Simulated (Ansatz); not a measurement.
The cluster Mn₃⁺, relaxed as a multiplicity 11 with UKS PBE-D4/def2-TZVP in Ansatz, starting from the PBE-D4/def2-TZVP geometry of the charge +1 multiplicity 13. Force threshold 0.02 eV/Å.

At PBE-D4/def2-TZVP a multiplicity 13 of charge 1 lies 0.49 eV below the multiplicity 11, each at its own geometry. The structure comes from a short search, and lower isomers may exist.

Start:

Cartesian coordinates in Å:
```
Mn -1.193 -0.431 0.728
Mn 0.137 1.394 -0.421
Mn 1.056 -0.963 -0.306
```

Problem. Estimate the energy that the relaxation releases and the steps that it takes.

Solution. 42.1 kJ/mol, in 3 steps; 5.5 s on 4 threads of Arm Neoverse V2 on a shared host. No frequencies were taken in this run, so the end may be a saddle point.

Problem. Does the start keep its bonding and symmetry?

Solution. By distances, no bond broke or formed. The bond that changes most is Mn1–Mn2, from 2.53 to 2.32 Å (atoms count from 1). Point group D3h at the start, D3h at the end, both within 0.05 Å.

Problem. Predict the relaxed structure.

Solution. 
```xyz
3

Mn   -1.091   -0.393    0.666
Mn    0.125    1.274   -0.385
Mn    0.966   -0.881   -0.280
```
Bond lengths (bridged metal pairs left out): 3 × Mn–Mn 2.32 Å.
